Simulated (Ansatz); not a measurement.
Geometry optimisation, Ansatz 0.2.0, RKS B3LYP-D4/def2-SVP.

Input file:

```yaml
crystal:
  periodic: [false, false, false]
  atoms:
    - { symbol: C, position_ang: [-1.0595, 0.6307, 0.765] }
    - { symbol: C, position_ang: [-0.0495, 0.0688, 0.2076] }
    - { symbol: Al, position_ang: [1.1018, -1.0585, 1.3065] }
    - { symbol: B, position_ang: [0.3765, 0.2446, -1.3195] }
    - { symbol: O, position_ang: [-0.5253, 1.053, -2.2082] }
    - { symbol: H, position_ang: [-1.3357, 0.5694, 1.8065] }
    - { symbol: H, position_ang: [-1.7417, 1.3031, 0.1635] }
    - { symbol: H, position_ang: [2.4387, -1.7606, 0.6558] }
    - { symbol: H, position_ang: [0.8238, -1.2371, 2.9159] }
    - { symbol: H, position_ang: [1.2537, -0.3081, -1.7411] }
    - { symbol: H, position_ang: [-1.2174, 0.4377, -2.5313] }
basis:
  gaussian: { orbitals: def2-SVP }
hamiltonian:
  xc: b3lyp
  dispersion: d4
relax:
  f_tol: 0.02
  max_steps: 50
```

Command:

```bash
$ ansatz run input.yaml --threads 2 --pin off --max-ram 3072MiB --backend cpu --events-out ev --progress --plain --runs-dir out
```

Where does it end, and by what steps?

The forces met the threshold. After 17 steps the energy has fallen by 1.287 eV; H11 moved furthest, 0.72 Å.

| step | energy less start (eV) | largest force component (eV/Å) | accepted |
| --- | --- | --- | --- |
| 0 | 0.0000 | 4.874 | yes |
| 1 | -0.3492 | 3.155 | yes |
| 2 | -0.5570 | 1.821 | yes |
| 3 | -0.7127 | 1.255 | yes |
| 4 | -0.9596 | 0.764 | yes |
| 5 | -0.9489 | 3.454 | no |
| 6 | -1.0746 | 0.745 | yes |
| 7 | -1.1750 | 0.717 | yes |
| 8 | -1.2485 | 0.388 | yes |
| 9 | -1.2396 | 1.408 | no |
| 10 | -1.2791 | 0.129 | yes |
| 11 | -1.2842 | 0.216 | yes |
| 12 | -1.2853 | 0.085 | yes |
| 13 | -1.2861 | 0.041 | yes |
| 14 | -1.2863 | 0.024 | yes |
| 15 | -1.2863 | 0.043 | yes |
| 16 | -1.2864 | 0.026 | yes |
| 17 | -1.2865 | 0.018 | yes |

```xyz
11
Properties=species:S:1:pos:R:3
C -1.014 0.697 0.851
C -0.029 0.010 0.221
Al 1.129 -1.091 1.342
B 0.146 0.192 -1.321
O -0.933 0.524 -2.078
H -1.191 0.633 1.934
H -1.696 1.369 0.309
H 2.366 -1.890 0.748
H 0.788 -1.177 2.893
H 1.224 0.046 -1.864
H -0.723 0.630 -3.014
```

Whether the end is a true minimum wasn't checked by a vibrational analysis.

Run time: 89 s on 2 threads of Arm Neoverse N1 (shared host), peak memory 0.23 GiB.
